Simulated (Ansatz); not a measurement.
Coupled-cluster diagnostics for CeCl₃, Ansatz.

Geometry of the doublet (r2SCAN-D4/def2-SVP):

Cartesian coordinates in Å:
```
Ce -0.0217 -0.4311 -0.3054
Cl 2.0074 0.8773 -1.0760
Cl 0.2057 -1.2656 2.0768
Cl -2.1914 0.8193 -0.6953
```

In the def2 sets Ce takes a core potential; there is no spin–orbit coupling. Correlated methods freeze 19 core orbitals; core or outer-core shells of Ce are correlated, in sets that lack core-valence functions. With an open 4f shell the SCF may have ended on a state above the lowest.

**Question.** Estimate the CCSD(T) correlation energy, the shares of MP2 and (T), T1 and the reference's ⟨S²⟩ for: charge 0, doublet, own geometry in def2-SVP; and the rough time on 4 threads of Arm Neoverse V2 on a shared host.

**Answer.** 
```json
{"state": "charge 0, doublet, own geometry", "basis": "def2-SVP", "correlation (eV)": "-33.826", "MP2 share (%)": "99.7", "(T) share (%)": "2.3", "T1": "0.022", "⟨S²⟩ (pure)": "0.75 (0.75)", "wall time": "3.1 min"}
```
Customary marks for T1 are 0.02 (closed shells), 0.045 (open shells) and about 0.05 (3d metals). T1 exceeds 0.02 in 1 of 1 rows and 0.045 in 0; the higher it lies, the less the single-reference result can be trusted.
